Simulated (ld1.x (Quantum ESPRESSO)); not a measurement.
## Transferability test, TM potential for copper (Cu)

- Element: Cu (Z = 29)
- Generator: ld1.x (Quantum ESPRESSO) 7.5
- Type: norm-conserving Troullier–Martins (Kleinman–Bylander form)
- Functional: PBE
- Relativity: scalar-relativistic
- Frozen core: [Ne] 3s2
- Valence charge: 17
- Reference configuration: 3p6 3d10 4s0 4p0 (charge +1)
- Partial waves: 3p (bound): rc 1.00 bohr; 3d (bound): rc 0.85 bohr; 4s (bound, empty): rc 1.60 bohr
- Local potential: the s channel
- Core correction: Bessel-smoothed model core inside 0.75 bohr

Energies are relative to the spin-unpolarised reference configuration 3p6 3d10 4s0 4p0; without spin polarisation the order of configurations can differ from experiment. Not all tests gave a result: 3 of 7 tests not solved or not reliable. The frozen-core shift is the all-electron ΔE with the core orbitals held at their reference shape minus the fully relaxed ΔE.

```tsv
valence configuration	charge	ΔE all-electron (eV)	error AE − PS (meV)	frozen-core shift (meV)
3p6 3d9 4s0 4p0	+2	21.332	-218	+7.1
3p6 3d7 4s0 4p0	+4	120.061	-3198	+236
```

Q: What are ΔE and the potential's error for 3p6 3d10 4s0.5 4p0?

A: ΔE = -4.986 eV all-electron; the error (AE − PS) is -3.6 meV.

Q: What are ΔE and the potential's error for 3p6 3d8 4s0 4p0?

A: ΔE = 60.352 eV all-electron; the error (AE − PS) is -1183 meV.

Levels in the configuration 3p6 3d9 4s0 4p0:

| level | all-electron (eV) | pseudo (eV) |
| --- | --- | --- |
| 3p | -97.619 | -98.283 |
| 3d | -29.628 | -30.146 |

These tests converged, but a pseudo level misses the all-electron one widely, so the file describes the atom poorly there or has found another state: 3p6 3d8 4s0 4p0: empty 4p by 3.1 eV; 3p6 3d7 4s0 4p0: empty 4p by 4.8 eV (a node warning on the way). A variational frozen-core shift is positive and of second order in the change. This column holds negative values, so the frozen-core run of ld1.x carries numerical noise or an error of first order here, and the column gives no more than the rough size of the effect.
